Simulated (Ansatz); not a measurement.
A made-up structure of C₂H₄Te, closed shell:

C1  (-0.491, 0.002, -0.364)
C2  (0.391, 0.307, 0.356)
Te3  (0.630, -1.956, 0.056)
H4  (-1.471, -0.015, 0.153)
H5  (-0.307, 0.315, -1.412)
H6  (0.042, 0.508, 1.388)
H7  (1.205, 0.838, -0.177)
(Å)

It is relaxed with PBE-D4/def2-SVP and then PBE0-D4/def2-TZVP (Ansatz 0.2.0). Atoms count as bonded within 1.22 times the sum of their covalent radii (H–H: 0.88 Å). The end point is not checked to be a true minimum.

Task: Does its bonding change? (Judge from chemistry; the calculation decides.)

Result: The calculation gives: No: no bond forms or breaks.

Where it ends: The first stage lowers the energy by 2.82 eV in 6 steps. It ends as C₂H₄Te ([CH2]1[CH2][Te]1):
C1  (-0.591, -0.045, -0.449)
C2  (0.498, 0.332, 0.440)
Te3  (0.584, -1.810, 0.052)
H4  (-1.595, -0.095, -0.048)
H5  (-0.517, 0.211, -1.498)
H6  (0.272, 0.551, 1.476)
H7  (1.349, 0.857, 0.026)
(Å)

Labels in which every atom is bracketed show which atoms are joined, not bond orders.

For scale, one of the runs: PBE0-D4/def2-TZVP relaxation, 136 basis functions, launched by `ansatz run in.yaml --threads 2 --pin off --events-out ev --progress --plain --max-ram 4352MiB`. Hardware: 2 CPU threads of an Arm Neoverse V1, shared host. Wall time about 18 s.
